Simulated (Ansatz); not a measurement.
A search over several starts for the lowest SCF solution of C3H9As⁺, that is AsMe3 with one electron fewer at the given spin, in a small basis.

```yaml
crystal:
  periodic: [false, false, false]
  atoms:
    - {symbol: As, position_ang: [0.003058, 0.002678, 1.048863]}
    - {symbol: C, position_ang: [1.713080, -0.007332, 0.042425]}
    - {symbol: H, position_ang: [2.301683, 0.882385, 0.313166]}
    - {symbol: H, position_ang: [1.540723, -0.009074, -1.045308]}
    - {symbol: H, position_ang: [2.293649, -0.901058, 0.317280]}
    - {symbol: C, position_ang: [-0.849892, 1.487261, 0.046096]}
    - {symbol: H, position_ang: [-0.769419, 1.337362, -1.041995]}
    - {symbol: H, position_ang: [-0.364344, 2.437268, 0.316432]}
    - {symbol: H, position_ang: [-1.912893, 1.552551, 0.323801]}
    - {symbol: C, position_ang: [-0.862774, -1.479567, 0.053712]}
    - {symbol: H, position_ang: [-1.926430, -1.533811, 0.331291]}
    - {symbol: H, position_ang: [-0.385890, -2.432428, 0.329371]}
    - {symbol: H, position_ang: [-0.780540, -1.336246, -1.035134]}
basis:
  gaussian: {orbitals: def2-SVP}
total_charge: 1
magnetization: {spin_polarized: true, initial_magnetization: 1}
hamiltonian: {xc: pbe0, dispersion: d4}
output: {orbitals: {seedname: orbitals}}
```

```sh
$ ansatz run in.yaml --threads 2 --pin off --events-out ev --progress --plain --max-ram 4352MiB
```

Output, abridged:

```
Functional definition: PBE0
1227 factors; integrals over basis functions are off by at most 1.3e-3 eV
mean field evaluation 1: about -64052.9668 eV, gradient 5.7e1 eV
mean field evaluation 2: about -64040.3231 eV, gradient 7.2e1 eV
mean field evaluation 4: about -64069.3366 eV, gradient 2.6e0 eV
mean field evaluation 8: about -64069.5481 eV, gradient 1.0e-1 eV
mean field evaluation 16: about -64069.5481 eV, gradient 1.5e-4 eV
mean field -64069.54813871 eV, -2354.5124661980 hartree, gradient 6.1e-5 eV, S^2 0.751897; 0 other end points of the search recorded, 0 dependent functions left out
reference -64069.54816645 eV, -2354.5124672175 hartree; 30, 29 occupied and 89, 90 virtual orbitals, 1227 factors
Total energy: -64069.73767398 eV, -2354.5194314908 hartree
```

It took 3.8 s on 2 threads of Intel Xeon Platinum 8375C on a shared host.
